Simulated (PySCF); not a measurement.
Estimate the missing entries of this data sheet.

Compound: C2H3BO2.
InChI=1S/C2H3BO2/c1-2-3(4)5/h1,4-5H

Conformer (atom-mapped SMILES and torsion angles): `[CH:1]#[C:2][B:3]([OH:4])[OH:5]`: H–O4–B3–C2 1°, H–O5–B3–C2 180°.

```csv
property,level,value
point group,PBE0-D3(BJ)/def2-SVP,Cs
"rotational constants A, B, C",PBE0-D3(BJ)/def2-SVP,?
dipole moment,B3LYP/def2-SVPD,?
HOMO energy,B3LYP/def2-SVPD,-8.09 eV
LUMO energy,B3LYP/def2-SVPD,-0.85 eV
lowest singlet excitation,TDDFT B3LYP/def2-SVPD,"5.60 eV (221 nm, f = 0.000)"
strongest line among the 10 lowest singlet transitions,TDDFT B3LYP/def2-SVPD,"S10 at 8.30 eV (149 nm, f = 0.087)"
lowest triplet excitation (Tamm–Dancoff),TDA B3LYP/def2-SVPD,4.79 eV
static isotropic polarisability,B3LYP/def2-SVPD,44.9 au
vertical ionisation energy,ΔSCF B3LYP/def2-SVPD,10.89 eV
electronic spatial extent ⟨r²⟩ about the centre of nuclear charge,B3LYP/def2-SVPD,430 bohr²
13C chemical shifts (computed TMS as zero) by class,GIAO HF/pcSseg-2,"100.1 (1 C), 85.2 (1 C) ppm"
1H chemical shifts (computed TMS as zero) by class,GIAO HF/pcSseg-2,?
"isotropic shieldings of nuclei other than C and H, by class",GIAO HF/pcSseg-2,?
largest of the computed one-bond spin–spin couplings (means over like bonds),B3LYP/pcJ-1,"13C–1H +264.1, 13C–13C +177.2, 13C–11B +125.3, 17O–1H -83.3 (×2), 17O–11B -12.1 (×2) Hz"
```

Gas-phase values; electronic properties from PySCF, density fitting. The structure is a single PBE0-D3(BJ)/def2-SVP conformer in the gas phase; no vibrational or solvent corrections. NMR classes are plain means over equivalent atoms (diastereotopic ones count apart unless rotation or inversion swaps them), as if these changed places fast; in this geometry the members of some classes differ.

Question: What are the isotropic shieldings of nuclei other than C and H, by class?

Answer: 92 (1 B), 230 (2 O) ppm.

Question: The 1H chemical shifts (computed TMS as zero) by class?

Answer: 3.89 (2 H), 2.57 (1 H) ppm.

Question: Give the dipole moment.

Answer: 1.47 D.

Question: The rotational constants A, B, C?

Answer: 10.353, 3.660, 2.704 GHz.

The vertical singlet–triplet gap S1 − T1 is 0.81 eV (TDDFT singlet less Tamm–Dancoff triplet; S1: HOMO→LUMO, weight 0.99; T1: HOMO−1→LUMO, weight 0.88). The ΔSCF ionisation energy exceeds −ε(HOMO) by 2.80 eV with B3LYP. The 10 singlets span 5.60 to 8.30 eV, and their oscillator strengths add up to 0.33.
